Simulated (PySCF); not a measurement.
Gas-phase reaction: GaH3 + HCl → GaCl + 2 H2

Energies from PySCF, thermal terms from the rigid-rotor harmonic-oscillator model, ideal gas at 1 bar. † marks an energy on the PBE0/def2-TZVP geometry and frequencies; other levels use their own. 6-31G* has spherical d functions here. All species are closed-shell singlets. B3LYP is the form with VWN-RPA correlation. Ga: all electrons, no relativistic terms. GaH3: computed as isolated molecules; such fragments, hydroxides, amides, oligomers or adducts are transient or little studied in the gas. The harmonic model lacks anharmonicity and excited electronic states, which grow with temperature; levels with a mode under 35 cm⁻¹ are left out.

```json
[
 {"level": "B3LYP/6-31G*", "ΔE electronic, kJ": "-149", "ΔH°(298 K), kJ": "-151", "ΔS°(298 K), J/K": "96", "ΔG°(2500 K), kJ": "-408"},
 {"level": "HF/def2-TZVP†", "ΔE electronic, kJ": "-98", "ΔH°(298 K), kJ": "-102", "ΔS°(298 K), J/K": "96", "ΔG°(2500 K), kJ": "-361"},
 {"level": "PBE/def2-SVP", "ΔE electronic, kJ": "-113", "ΔH°(298 K), kJ": "-116", "ΔS°(298 K), J/K": "96", "ΔG°(2500 K), kJ": "-373"},
 {"level": "PBE0/def2-QZVP†", "ΔE electronic, kJ": "-98", "ΔH°(298 K), kJ": "-102", "ΔS°(298 K), J/K": "96", "ΔG°(2500 K), kJ": "-360"},
 {"level": "PBE0/def2-TZVP", "ΔE electronic, kJ": "-103", "ΔH°(298 K), kJ": "-107", "ΔS°(298 K), J/K": "96", "ΔG°(2500 K), kJ": "-365"},
 {"level": "r2SCAN/def2-TZVP†", "ΔE electronic, kJ": "-106", "ΔH°(298 K), kJ": "-111", "ΔS°(298 K), J/K": "96", "ΔG°(2500 K), kJ": "-369"},
 {"level": "LDA/def2-TZVP†", "ΔE electronic, kJ": "-82", "ΔH°(298 K), kJ": "-86", "ΔS°(298 K), J/K": "96", "ΔG°(2500 K), kJ": "-344"}
]
```
ΔH° is lowest at B3LYP/6-31G* and highest at LDA/def2-TZVP†. No reference value is set beside these.
